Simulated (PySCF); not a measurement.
# [VBr6]2-: axial bond length varied

[VBr6]2- holds V(IV), d1, at total charge -2. The structure is a model geometry with rigid ligands and bond lengths from ionic radii, not a minimum; coordination octahedral, point group Oh, metal–donor distances 2.44 Å.

The d shell alone is too small an active space for [VBr6]2- (an active orbital has only 0.66 squared overlap with the free ion's shell): its levels, fitted parameters, g values and moments show what this model gives and aren't sound predictions.

```
7

V     0.0000    0.0000    0.0000
Br    0.0000    0.0000    2.4400
Br    0.0000    0.0000   -2.4400
Br    2.4400    0.0000    0.0000
Br   -2.4400    0.0000    0.0000
Br    0.0000    2.4400    0.0000
Br    0.0000   -2.4400    0.0000
```

Method (PySCF 2.14, density fitting): CASSCF(1,5) with orbitals averaged over all microstates of the shell, strongly contracted NEVPT2 on the averaged canonical orbitals; basis x2c-TZVPall on the metal, x2c-SVPall elsewhere; spin-free X2C; IEF-PCM water; spin-orbit coupling by state interaction with the mean-field operator over all roots.

The two bonds along z are scaled, the others stay.

```json
{"axial bond length": "2.196 Å", "group": "D4h", "ground": "2B2g (from 2T2g)", "next state (NEVPT2) / cm⁻¹": "2Eg (from 2T2g) 2281", "orbital energies above the lowest (NEVPT2 fit) / cm⁻¹": "0 2281 2281 20166 27667", "μeff(300 K) / μB": "1.73"}
{"axial bond length": "2.318 Å", "group": "D4h", "ground": "2B2g (from 2T2g)", "next state (NEVPT2) / cm⁻¹": "2Eg (from 2T2g) 919", "orbital energies above the lowest (NEVPT2 fit) / cm⁻¹": "0 919 919 20431 24100", "μeff(300 K) / μB": "1.70"}
{"axial bond length": "2.440 Å", "group": "Oh", "ground": "2T2g", "next state (NEVPT2) / cm⁻¹": "2Eg 20661", "orbital energies above the lowest (NEVPT2 fit) / cm⁻¹": "0 0 0 20661 20661", "μeff(300 K) / μB": "1.65"}
{"axial bond length": "2.562 Å", "group": "D4h", "ground": "2Eg (from 2T2g)", "next state (NEVPT2) / cm⁻¹": "2B2g (from 2T2g) 639", "orbital energies above the lowest (NEVPT2 fit) / cm⁻¹": "0 0 639 18052 21484", "μeff(300 K) / μB": "1.68"}
{"axial bond length": "2.684 Å", "group": "D4h", "ground": "2Eg (from 2T2g)", "next state (NEVPT2) / cm⁻¹": "2B2g (from 2T2g) 1140", "orbital energies above the lowest (NEVPT2 fit) / cm⁻¹": "0 0 1140 15513 22141", "μeff(300 K) / μB": "1.70"}
{"axial bond length": "2.928 Å", "group": "D4h", "ground": "2Eg (from 2T2g)", "next state (NEVPT2) / cm⁻¹": "2B2g (from 2T2g) 1981", "orbital energies above the lowest (NEVPT2 fit) / cm⁻¹": "0 0 1981 10811 23206", "μeff(300 K) / μB": "1.72"}
```

At 2.440 Å, 2.562 Å, 2.684 Å, 2.928 Å the ground state is orbitally degenerate, so the regular structure would distort there (Jahn–Teller).

Charge-transfer states lie outside this active space and may come lower than some of these levels. NEVPT2 lifts 2Eg from 16980 to 20661 cm⁻¹; on the d shell alone it tends to overshoot states that fill the eg-type orbitals. NEVPT2 on the d shell alone tends to put d–d bands too high for such charged or covalently bound ions.
